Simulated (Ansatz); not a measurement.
# Redistribution: C3H7Cl + CHCl2I → C2H4ClI + C2H4Cl2

Species: C3H7Cl (2-chloropropane) `CC(C)Cl`, singlet; CHCl2I `ClC(Cl)I`, singlet; C2H4ClI `CC(Cl)I`, singlet; C2H4Cl2 `CC(Cl)Cl`, singlet. The partners trade CH3 for I; both sit on C, so the bond types are kept.

Shapes, held fixed at every level: PBE0-D4/def2-TZVP. Programs: Ansatz 0.2.0. The zero-point and thermal change to 298 K, harmonic and unscaled (PBE0-D4/def2-TZVP), is +0.6 kJ/mol.

| level | kind | ΔH(298 K) (kJ/mol) | less CCSD(T)/def2-TZVPP | CPU time (sum over the molecules) |
| --- | --- | --- | --- | --- |
| HF/def2-TZVPP | Hartree–Fock | -25.3 | -2.7 | – |
| SPW92/def2-TZVPP | LDA | -19.8 | +2.8 | 13 s |
| PBE-D4/def2-TZVPP | GGA | -18.9 | +3.7 | 26 s |
| r2SCAN0-D4/def2-TZVPP | global hybrid | -22.6 | 0.0 | 52 s |
| wB97M-V/def2-TZVPP | range-separated hybrid | -21.0 | +1.6 | 1.9 min |
| wB97X-V/def2-TZVPP | range-separated hybrid | -21.3 | +1.3 | 78 s |
| CCSD(T)/def2-TZVPP | coupled cluster or CI | -22.6 | 0.0 | 24 min |

The highest level, CCSD(T)/def2-TZVPP, gives ΔH(298 K) = -22.6 kJ/mol; the levels span -25.3 to -18.9. The column of differences is taken from that level and isn't an error. No measured value is set beside it here. For atoms past krypton def2 sets carry core potentials with scalar relativity. Correlated rows may include outer-core shells of I, which these sets cover unevenly. Times are processor times on shared x86 and Arm servers, and rough.
